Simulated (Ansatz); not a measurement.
The cluster Ca₂O₃ (the lowest singlet isomer of a short search), 5 atoms. Hardware: 4 threads of Arm Neoverse V2 on a shared host.

Correlated methods freeze 13 core orbitals; core or outer-core shells of Ca are correlated, in sets that lack core-valence functions.

(1) How many basis functions does each of these Ansatz runs have, and roughly what does it cost? MP2/def2-TZVP, charge 0 singlet, energy, from earlier orbitals; B2PLYP/def2-TZVP, charge 0 singlet, energy, from earlier orbitals; r2SCAN-D4/def2-TZVP, charge 0 singlet, energy, from earlier orbitals; CCSD(T)/def2-TZVPP, charge 0 singlet, energy, from earlier orbitals; PBE-QIDH/def2-TZVP, charge 0 singlet, energy, from earlier orbitals; PBE0-D4/def2-SVP, charge 0 singlet, energy, from earlier orbitals; r2SCAN-D4/def2-SVP, charge 0 singlet, relaxation, 7 steps; PBE0-D4/def2-TZVP, charge 0 singlet, energy, from earlier orbitals; PBE-D4/def2-SVP, charge 0 singlet, energy, from earlier orbitals; ωB97M-V/def2-TZVP, charge 0 singlet, energy, from earlier orbitals; PBE-D4/def2-TZVP, charge 0 singlet, energy and forces, from earlier orbitals.

Results:

(1) Other jobs shared the machine, so times can vary by a factor of up to 3. A dash marks memory too small to be measured apart from the calling script's.

| run | functions | fitting or Cholesky vectors | wall time | peak host memory (GiB) |
| --- | --- | --- | --- | --- |
| PBE-D4/def2-SVP, charge 0 singlet, energy, from earlier orbitals | 90 | 997 | 0.9 s | – |
| PBE0-D4/def2-SVP, charge 0 singlet, energy, from earlier orbitals | 90 | 933 | 1.3 s | – |
| PBE-D4/def2-TZVP, charge 0 singlet, energy and forces, from earlier orbitals | 165 | 1187 | 1.8 s | – |
| MP2/def2-TZVP, charge 0 singlet, energy, from earlier orbitals | 165 | 1377 | 1.8 s | – |
| PBE0-D4/def2-TZVP, charge 0 singlet, energy, from earlier orbitals | 165 | 1251 | 2.5 s | – |
| r2SCAN-D4/def2-TZVP, charge 0 singlet, energy, from earlier orbitals | 165 | 1187 | 3.6 s | – |
| B2PLYP/def2-TZVP, charge 0 singlet, energy, from earlier orbitals | 165 | 1377 | 3.9 s | – |
| PBE-QIDH/def2-TZVP, charge 0 singlet, energy, from earlier orbitals | 165 | 1377 | 3.9 s | – |
| ωB97M-V/def2-TZVP, charge 0 singlet, energy, from earlier orbitals | 165 | 1187 | 7.5 s | 0.56 |
| r2SCAN-D4/def2-SVP, charge 0 singlet, relaxation, 7 steps | 90 | 997 | 11 s | – |
| CCSD(T)/def2-TZVPP, charge 0 singlet, energy, from earlier orbitals | 165 | 1377 | 43 s | 1.6 |
